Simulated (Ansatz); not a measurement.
Born–Oppenheimer molecular dynamics of ClH₅SiZn (8 atoms, charge 0, multiplicity 1). It starts at the highest image of a converged band. Of that band: Beside the main top the profile has a ripple of under 15 meV (maxima at images 1, 3), which may be a very shallow well or noise. Neighbouring images differ by up to 2.2 eV, so the band resolves the path poorly. A vibrational analysis at the climbing image gives one clearly imaginary mode, 739i cm⁻¹: a first-order saddle point.

Theory: RKS BLYP-D4/def2-SVP in Ansatz.

```
ensemble                      : NVE (velocity Verlet)
time step                     : 0.5 fs
steps asked                   : 200
starting velocities drawn for : 300 K
seed                          : 6448
```

First frame:

```xyz
8
Properties=species:S:1:pos:R:3
Zn -1.448 -0.195 -1.285
H -0.070 -1.655 0.093
Cl -1.143 -2.655 -0.465
H 0.467 -0.805 0.205
Si 0.398 0.990 0.187
H -0.255 1.104 1.531
H 1.898 0.934 0.289
H 0.153 2.282 -0.557
```

Task: How far do the bonds stretch over the last three quarters of this one trajectory? (Pairs bonded in most of those frames.)

Result: 
| bond | mean (Å) | spread (Å) | shortest | longest |
| --- | --- | --- | --- | --- |
| Zn1–Cl3 | 2.223 | 0.202 | 1.97 | 2.58 |
| Zn1–Si5 | 2.401 | 0.182 | 2.15 | 2.65 |
| H2–H4 | 0.775 | 0.026 | 0.74 | 0.85 |
| Si5–H6 | 1.505 | 0.010 | 1.49 | 1.53 |
| Si5–H7 | 1.505 | 0.011 | 1.48 | 1.53 |
| Si5–H8 | 1.515 | 0.057 | 1.42 | 1.61 |

Mean temperature of the second half: 2468 K. The conserved energy stayed within 0.12 meV per atom of its start (net change 0.024 meV per atom), so the integration is sound. The system heated up, since it started high on the potential surface and ran downhill. A run of 0.1 ps of so small a system gives no equilibrium averages. The orbitals stay closed-shell, which can raise the energy where a bond breaks towards radicals; this wasn't checked here.

The run took 5.5 min on 2 threads of Arm Neoverse V1, on a shared host, peak memory 0.13 GiB.
